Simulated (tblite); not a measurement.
Compound: C₄H₁₂OSSi.
SMILES with atom numbers: `[CH3:1][S:2][SiH2:3][O:4][CH:5]([CH3:6])[CH3:7]` (hydrogens: H8, H9, H10 on C1; H11, H12 on Si3; H13 on C5; H14, H15, H16 on C6; H17, H18, H19 on C7)

A start from a force field or distance geometry was refined with GFN2-xTB geometry optimisation, gas phase in tblite 0.8.0. Values at the start:

```tsv
coordinate	start
C1–S2	1.834 Å
C1–H8	1.115 Å
S2–Si3	2.148 Å
Si3–O4	1.680 Å
Si3–H11	1.469 Å
O4–C5	1.377 Å
C5–C6	1.486 Å
C5–H13	1.108 Å
C6–H14	1.110 Å
C1–S2–Si3	105.9°
S2–Si3–O4	114.4°
Si3–O4–C5	118.1°
O4–C5–C6	116.2°
O4–C5–C7	114.1°
C6–C5–C7	108.6°
```

How do these coordinates change at the GFN2-xTB level?

```
coordinate  GFN2-xTB (Å or °)  change
    Si3–O4              1.601  -0.079
     C5–C6              1.524  +0.038
     C1–H8              1.085  -0.030
     O4–C5              1.406  +0.029
    C6–H14              1.087  -0.023
    S2–Si3              2.125  -0.023
     C1–S2              1.818  -0.016
    C5–H13              1.099  -0.009
   Si3–H11              1.464  -0.005
 S2–Si3–O4              102.2   -12.2
 Si3–O4–C5              128.8   +10.7
 C1–S2–Si3               97.6    -8.3
  O4–C5–C6              108.0    -8.2
  O4–C5–C7              109.2    -4.9
  C6–C5–C7              111.8    +3.2
```

The energy falls by 22.7 kcal/mol over 126 L-BFGS steps, the largest force on an atom goes from 2.24 to 0.008 eV/Å, and the atoms move by 0.863 Å rms after alignment. The bond that changes most is Si3–O4 (oxygen-bound silicon to silyl ether oxygen), which shortens by 0.079 Å. Bonds longer at the end by more than 0.005 Å: 4 of 18; shorter: 14. Among the dihedrals that turn most is C7–C5–C6–H14, from 122° to 180°. Rotational constants go from 4516, 701.2, 666.9 to 4654, 736.0, 707.3 MHz.

Its lowest GFN2-xTB frequency is 14 cm⁻¹, too small to tell a flat minimum from a shallow saddle. One conformer, not necessarily the lowest. 3 starts were optimised and ended at 0.00, 0.83 and 1.95 kcal/mol (GFN2-xTB); the lowest of these is shown.

The numbers are calculated, not measured.
